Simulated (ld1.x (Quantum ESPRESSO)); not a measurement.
# manganese TM: all-electron and pseudo phase curves

* Element: manganese (Mn)
* Generator: ld1.x (Quantum ESPRESSO) 7.5
* Type: norm-conserving Troullier–Martins (Kleinman–Bylander form)
* Functional: BP86
* Relativity: scalar-relativistic
* Frozen core: [Ne]
* Valence charge: 15
* Reference configuration: 3s2 3p6 3d5.5 4s1.5 4p0
* Partial waves: 3p (bound): rc 1.45 bohr; 3d (bound): rc 1.65 bohr; 3s (bound): rc 1.05 bohr
* Local potential: the s channel
* Core correction: Bessel-smoothed model core, default radius (core density twice the valence density)

Occupied shells without a wave of their own: 4s. They enter only through the test configuration that unscreens the potential, and ld1.x also counts them in the model core charge.

The phase is arctan(r·u′/u) with u = r·R(r), unwrapped; energies in Ry, scanned from -8 to 5 Ry. A pole is an energy at which the radial function vanishes at the test radius. The pseudo phase is shifted by a multiple of π to meet the all-electron one at the reference energy, and phase errors are pseudo minus all-electron; the curves can meet again beyond the range given. Levels narrower than the energy grid can be missing from the lists of poles.

Problem. For each channel, where are the poles, and over which energies does the pseudopotential scatter like the atom?

Solution.

| channel | radius (bohr) | reference energy (Ry) | poles, all-electron | poles, pseudo | unbroken range about the reference energy with phases within 0.05 rad | phase error 1 Ry above the reference energy (rad) |
| --- | --- | --- | --- | --- | --- | --- |
| s | 1.80 | -6.15 | -5.92 | -5.92 | below 0.1 | -0.001 |
| p | 1.80 | -3.85 | -3.49 | -3.49 | below 1.8 | -0.001 |
| d | 1.80 | -0.37 | 0.41 | 0.42 | below 3.0 | +0.005 |

ld1.x takes every shell without a wave as core, so the model core holds the 4s electrons as well and exchange and correlation see them twice. This cancels in the reference configuration, but the file is broken for other ones, and its errors say nothing about a proper core correction.

Phases in the d channel:

| E (Ry) | all-electron | pseudo |
| --- | --- | --- |
| -8.00 | 1.376 | 1.376 |
| -7.52 | 1.369 | 1.370 |
| -7.04 | 1.363 | 1.363 |
| -6.56 | 1.355 | 1.355 |
| -6.08 | 1.346 | 1.347 |
| -5.60 | 1.337 | 1.337 |
| -5.12 | 1.325 | 1.326 |
| -4.64 | 1.312 | 1.313 |
| -4.16 | 1.296 | 1.297 |
| -3.68 | 1.277 | 1.278 |
| -3.20 | 1.252 | 1.253 |
| -2.72 | 1.219 | 1.220 |
| -2.24 | 1.170 | 1.171 |
| -1.76 | 1.089 | 1.091 |
| -1.28 | 0.919 | 0.922 |
| -0.80 | 0.370 | 0.373 |
| -0.32 | -0.976 | -0.976 |
| 0.16 | -1.467 | -1.465 |
| 0.64 | -1.635 | -1.630 |
| 1.12 | -1.730 | -1.722 |
| 1.60 | -1.803 | -1.792 |
| 2.08 | -1.874 | -1.856 |
| 2.56 | -1.955 | -1.926 |
| 3.04 | -2.061 | -2.012 |
| 3.52 | -2.217 | -2.128 |
| 4.00 | -2.474 | -2.301 |
| 4.48 | -2.905 | -2.579 |
| 4.96 | -3.470 | -3.011 |
